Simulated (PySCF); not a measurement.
Species: C₄H₁₃NSi.
Z-matrix (Å and degrees, GFN2-xTB geometry), rows numbered from 1:
```
C 
N   1  1.4476
C   2  1.4628  1  113.96
C   3  1.5241  2  109.68  1  -152.64
C   3  1.5257  2  106.34  1    87.21
Si  5  1.9046  3  107.61  2    31.62
H   1  1.0888  2  109.21  3   -60.61
H   1  1.0890  2  109.13  3  -178.95
H   1  1.1006  2  113.00  3    59.93
H   2  1.0162  1  109.18  3  -123.69
H   3  1.1064  2  110.70  1   -33.40
H   4  1.0874  3  110.19  2  -178.50
H   4  1.0898  3  110.88  2    61.76
H   4  1.0866  3  109.95  2   -58.62
H   5  1.0901  3  110.30  2   -87.94
H   5  1.0887  3  110.60  2   154.64
H   6  1.4610  5  112.31  3    46.11
H   6  1.4604  5  112.18  3   -80.27
H   6  1.4749  5  106.02  3   162.98
```

The calculation used PBE0/pcSseg-1 in PySCF (dipole) on a GFN2-xTB geometry, gas phase.

Take the most abundant isotopes and a rigid rotor. The values belong to one conformer with, in the numbering `[CH3:1][NH:2][C@H:3]([CH3:4])[CH2:5][SiH3:6]`, C1–N2–C3–C4 -153°, N2–C3–C5–Si6 32°.

(1) Give the principal moments of inertia and the rotational constants in MHz.

(2) What kind of rotor is it?

(3) What does the inertial defect say?

(4) Give the other two planar moments, Paa and Pbb, and the rms extents of the mass along the axes.

(5) Give the coordinates in the principal-axis frame, origin at the centre of mass.

(6) List the rotational levels J(Ka,Kc) to J = 3 (MHz).

(7) Which types of transition are allowed, and where do some lines up to J = 2 fall?

(8) Estimate the classical rotational partition function at 50 K, 100 K and 298.15 K.

Results:

(1) Ia = 165.30, Ib = 214.78, Ic = 306.20 u·Å²; 505379 MHz·u·Å²/I gives A = 3057, B = 2353, C = 1650 MHz.

(2) An asymmetric top; Ray's κ = -0.001.

(3) Not planar: Δ = Ic − Ia − Ib = -73.87 u·Å². For a rigid frame Δ = −2 Σ m c², so Σ m c² = 36.93 u·Å² lies off the ab plane: 15.06 from hydrogen and 21.87 from heavier atoms. The atom farthest from that plane is 1.92 Å away.

(4) Paa = Σ m a² = (Ib + Ic − Ia)/2 = 177.84 and Pbb = Σ m b² = (Ia + Ic − Ib)/2 = 128.36 u·Å². With the mass M = 103.08 u, the rms extents √(P/M) along a, b and c are 1.31, 1.12, 0.60 Å.

(5) The sense of each axis is arbitrary; atoms in the order of the calculation.
```
atom  mass (u)   a (Å)   b (Å)   c (Å)
  C1    12.000  -1.403   1.764  -0.166
  N2    14.003  -0.935   0.565   0.497
  C3    12.000  -0.829  -0.598  -0.383
  C4    12.000  -1.005  -1.875   0.430
  C5    12.000   0.560  -0.536  -1.011
 Si6    27.977   1.729   0.273   0.256
  H7     1.008  -0.705   2.031  -0.958
  H8     1.008  -1.434   2.581   0.554
  H9     1.008  -2.402   1.647  -0.612
 H10     1.008  -1.548   0.357   1.281
 H11     1.008  -1.616  -0.573  -1.161
 H12     1.008  -0.901  -2.746  -0.213
 H13     1.008  -1.992  -1.909   0.891
 H14     1.008  -0.251  -1.925   1.210
 H15     1.008   0.537   0.062  -1.922
 H16     1.008   0.893  -1.530  -1.305
 H17     1.008   1.564  -0.282   1.597
 H18     1.008   1.612   1.729   0.264
 H19     1.008   3.098  -0.052  -0.187
```

(6) Above 0(0,0):
J = 1: 1(0,1) 4003, 1(1,1) 4708, 1(1,0) 5410
J = 2: 2(0,2) 11685, 2(1,2) 12012, 2(1,1) 14120, 2(2,1) 16233, 2(2,0) 16559
J = 3: 3(0,3) 22688, 3(1,3) 22796, 3(1,2) 26905, 3(2,2) 28244, 3(2,1) 29576, 3(3,1) 33695, 3(3,0) 33802
Those of J = 1 are B + C, A + C and A + B.

(7) The dipole components are |μa| = 2.45 D, |μb| = 0.25 D, |μc| = 0.32 D. The squared components, which scale the intensities, stand as 1.00 : 0.01 : 0.02 (a : b : c). Some lines, for components of 0.1 D or more:

| type | branch | J(Ka,Kc) | MHz | lower level (cm⁻¹) |
| --- | --- | --- | --- | --- |
| a | Q | 2(2,0) ← 2(2,1) | 326 | 0.541 |
| c | Q | 2(1,2) ← 2(0,2) | 327 | 0.390 |
| a | Q | 1(1,0) ← 1(1,1) | 703 | 0.157 |
| b | Q | 1(1,0) ← 1(0,1) | 1407 | 0.134 |
| a | Q | 2(1,1) ← 2(1,2) | 2108 | 0.401 |
| b | Q | 2(1,1) ← 2(0,2) | 2435 | 0.390 |
| b | Q | 2(2,0) ← 2(1,1) | 2439 | 0.471 |
| a | R | 1(0,1) ← 0(0,0) | 4003 | 0.000 |
| b | Q | 2(2,1) ← 2(1,2) | 4221 | 0.401 |
| b | R | 1(1,1) ← 0(0,0) | 4708 | 0.000 |
| c | R | 1(1,0) ← 0(0,0) | 5410 | 0.000 |
| b | R | 2(0,2) ← 1(1,1) | 6977 | 0.157 |
| a | R | 2(1,2) ← 1(1,1) | 7304 | 0.157 |
| a | R | 2(0,2) ← 1(0,1) | 7681 | 0.134 |
| a | R | 2(1,1) ← 1(1,0) | 8710 | 0.180 |
| c | R | 2(1,1) ← 1(0,1) | 10117 | 0.134 |
| b | R | 2(2,1) ← 1(1,0) | 10823 | 0.180 |
| c | R | 2(2,0) ← 1(1,0) | 11148 | 0.180 |
| b | R | 2(2,0) ← 1(1,1) | 11851 | 0.157 |

(8) Point group C1, symmetry number σ = 1; q = (√π/σ)·√((kT/h)³/(ABC)), k/h = 20836.6 MHz/K: 17300 at 50 K, 48900 at 100 K, 252000 at 298.15 K.

GFN2-xTB frequencies: not computed here. These are rigid-rotor constants of the computed structure; measured ground-state constants (B0) also hold zero-point vibration. A rigid rotor knows nothing of inversion at nitrogen or internal rotation, which can split or shift real lines. Quadrupole hyperfine structure (14N) is left out.

On one thread of an x86-64 server, shared host, this took 34 s. This is the PBE0/pcSseg-1 job that gave the dipole, with the shieldings it also computed.
